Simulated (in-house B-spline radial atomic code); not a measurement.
**Ionising Mn⁺ with different functionals**

Computed with a B-spline radial code for spherical atoms: non-relativistic Hamiltonian, point nucleus, spin-polarised at highest spin, spherical fractional occupations for the functionals, and exact exchange of hybrids averaged over the configuration. The ionisation energy is the difference of two self-consistent energies, [Ar] 3d5 4s1 → [Ar] 3d5, without Breit or QED terms; ε is the level of the shell that loses the electron (its least bound occupied spin orbital).

```csv
method,rung,ΔSCF (eV),-ε(4s) (eV)
PBE0,global hybrid,15.79,13.13
B3LYP,global hybrid,15.92,13.02
TPSSh,global hybrid,15.72,12.64
M06-2X,global hybrid,15.32,13.46
BHandHLYP,global hybrid,15.41,13.65
r2SCAN0,global hybrid,15.73,13.36
B97-1,global hybrid,15.43,12.72
HSE06,range-separated hybrid,15.85,12.81
wB97X,range-separated hybrid,15.19,14.86
CAM-B3LYP,range-separated hybrid,15.79,14.29
LC-wPBE,range-separated hybrid,15.57,15.41
```

Q: Among the functionals, which spreads more, the ΔSCF values or the orbital energies?

A: The orbital energies: ΔSCF values span about 0.73 eV and the orbital energies 2.77 eV.

Q: How do they compare with the NIST value?

A: NIST lists 15.640 eV (measured, ground level to ground level). Errors run from -0.45 to +0.28 eV; LC-wPBE is closest (-0.07 eV), but part of that can be cancellation, since the calculations leave out relativity, Breit-QED terms, multiplet and fine-structure energies.
